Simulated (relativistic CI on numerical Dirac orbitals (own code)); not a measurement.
Ti²⁺ in a cubic cluster: 1s photoemission with charge transfer

Computed with a charge-transfer multiplet model of a cubic metal-ligand cluster with up to 2 ligand holes, Slater and spin-orbit integrals from Dirac-Coulomb-Breit ions, Slater integrals scaled by 0.9. The ground state mixes d2 with configurations of k ligand holes L, whose averages lie at kΔ + k(k − 1)U_dd/2; a core hole lowers each added d electron by U_cd. 20 K, Lorentzian 1.1 eV and Gaussian 0.6 eV FWHM.

Atomic integrals in eV (Slater integrals scaled, ζ unscaled), ground: F2dd 7.400, F4dd 4.602, zeta_d 0.013; with the core hole: F2dd 9.143, F4dd 5.731, zeta_d 0.025, G2cd 0.037.

Cluster parameters (eV): Δ = 6, U_dd = 4, U_cd = 4.7, 10Dq(ligand) = 0.6, V(eg) = 1.5, V(t2g) = -0.69, final-state hopping factor = 1.

| Case | n_d | d2 | d3L | d4L2 | S |
| --- | --- | --- | --- | --- | --- |
| 10Dq = 1.1 eV | 2.22 | 0.80 | 0.19 | 0.01 | 1.00 |
| 10Dq = 1.4 eV | 2.21 | 0.80 | 0.19 | 0.01 | 1.00 |
| 10Dq = 1.7 eV | 2.21 | 0.80 | 0.19 | 0.01 | 1.00 |

Weights, n_d and S are thermal averages at 20 K. Binding energies count from the first peak over 30 % of the highest in each spectrum, which can be another peak from case to case. The parameters are a model scan and need not match a compound or its usual spin state. Peaks in eV (height, largest 100):
- 10Dq = 1.1 eV: 0.0 (100), 4.5 (10), 6.1 (13)
- 10Dq = 1.4 eV: 0.0 (100), 4.6 (10), 6.1 (12)
- 10Dq = 1.7 eV: 0.0 (100), 4.8 (10), 6.1 (11)

For the case 10Dq = 1.4 eV, Δ = 6 eV is larger than U_dd = 4 eV, the Mott-Hubbard side of the Zaanen-Sawatzky-Allen scheme. With the core hole the average of the configuration with one ligand hole lies at Δ − U_cd = 1.3 eV before mixing: the effective hopping of about 3.2 eV (from the holes of the mixed ground state) is comparable with this gap or larger, so the configurations mix strongly.
